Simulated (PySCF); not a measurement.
PySCF 2.14 output of an unrestricted r2SCAN calculation on a single atom or ion in aug-cc-pwCVTZ (10s9p7d4f3g, 127 functions), with no relativity, point nucleus:

```
SCF conv_tol = 1e-09
number electrons alpha = 16  beta = 12
    J. W. Furness, A. D. Kaplan, J. Ning, J. P. Perdew, and J. Sun.,  J. Phys. Chem. Lett. 11, 8208-8215 (2020)
    J. W. Furness, A. D. Kaplan, J. Ning, J. P. Perdew, and J. Sun.,  J. Phys. Chem. Lett. 11, 9248-9248 (2020)
    J. W. Furness, A. D. Kaplan, J. Ning, J. P. Perdew, and J. Sun.,  J. Phys. Chem. Lett. 11, 8208-8215 (2020)
    J. W. Furness, A. D. Kaplan, J. Ning, J. P. Perdew, and J. Sun.,  J. Phys. Chem. Lett. 11, 9248-9248 (2020)
cycle= 1 E= -1507.84008958261  delta_E= -0.0179  |g|= 0.0809  |ddm|=  1.5
cycle= 2 E= -1507.83930013941  delta_E= 0.000789  |g|= 0.12  |ddm|= 0.227
cycle= 3 E= -1507.84113703955  delta_E= -0.00184  |g|= 0.00498  |ddm|= 0.0951
cycle= 4 E= -1507.84114219689  delta_E= -5.16e-06  |g|= 0.00102  |ddm|= 0.0462
cycle= 5 E= -1507.84114242609  delta_E= -2.29e-07  |g|= 6.28e-05  |ddm|= 0.00635
cycle= 6 E= -1507.8411424296  delta_E= -3.51e-09  |g|= 7.02e-06  |ddm|= 0.00208
cycle= 7 E= -1507.84114242964  delta_E= -3.73e-11  |g|= 2.17e-06  |ddm|= 0.000156
converged SCF energy = -1507.84114242964  <S^2> = 6.0053988  2S+1 = 5.0021591
```

The run itself started from symmetry-adapted Hartree-Fock orbitals and held the occupation by maximum overlap, on a logarithmic radial grid, so the iterations belong to that start.

**Question.** Which element, charge and spin multiplicity is this?

**Answer.** Ni (nickel, neutral), multiplicity 5; the state was [Ar] 3d7 4s2 5s1, high-spin 5F determinant (an excited configuration).

The outer electron is Rydberg-like, and this basis confines it to a smaller radius and binds it less than a complete one would.
